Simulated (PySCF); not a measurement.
# How methods differ on the excitation energy of Er

Er [Xe] 4f12 6s2 (high-spin determinant) → Er [Xe] 4f13 6s1 (3F), as a difference of total energies. All numbers are calculated (PySCF 2.14, scalar relativity by spin-free X2C-1e, in x2c-TZVPPall (11s7p7d4f2g, 113 functions)). Correlated levels: valence: [Kr] 4d10 frozen; valence and next inner shell: [Ar] 3d10 frozen. The calculations carry no spin-orbit coupling.

| method | excitation energy (cm⁻¹) |
| --- | --- |
| UHF | 82959 |
| LDA | 40625 |
| PBE0 | 51767 |
| r2SCAN | 50277 |
| MP2 (valence) | 32995 |
| SCS-MP2 (valence) | 40910 |
| MP2 (valence and next inner shell) | 27931 |
| SCS-MP2 (valence and next inner shell) | 37287 |

A first-order spin-orbit estimate (lowest level to lowest level, LS coupling) adds 0.338 eV.

In the upper state the promoted electron has a positive orbital energy at LDA, PBE0, r2SCAN, so the basis confines it.

The determinant of the lower state mixes LS terms, which raises its energy above the lowest term, most at the Hartree-Fock and MP2 levels.
